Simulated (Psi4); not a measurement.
Complex: GeH4 (SMILES [GeH4]) (first 5 atoms) with CH5N (SMILES CN); geometry from B3LYP-D3(BJ)/def2-TZVP, rigid monomers moved along the line of their centres of mass till Ge1···H12 is 5.79 Å.
(charge 0, multiplicity 1):
```
atom    x (Å)    y (Å)    z (Å)
----  -------  -------  -------
Ge    -0.1163  -0.1863   0.2762
H     -0.4951  -0.1074  -1.2103
H      1.1174  -1.0866   0.4405
H     -1.2888  -0.7737   1.0750
H      0.2036   1.2209   0.8006
C     -0.2876   0.8377   6.7790
N      0.8261  -0.0478   6.4470
H      0.0975   1.7230   7.2873
H     -0.9549   0.3286   7.4761
H     -0.8875   1.1745   5.9228
H      1.4764   0.4022   5.8148
H      0.5003  -0.8920   5.9929
```

These are SAPT0/aug-cc-pVDZ in Psi4 values and carry that method's errors.

Q: Give the four SAPT terms and the total, and say what mostly holds the pair together.

A: electrostatics 0.5, exchange 0.0, induction -0.1, dispersion -3.5, total -3.1 meV; the largest attraction is dispersion.
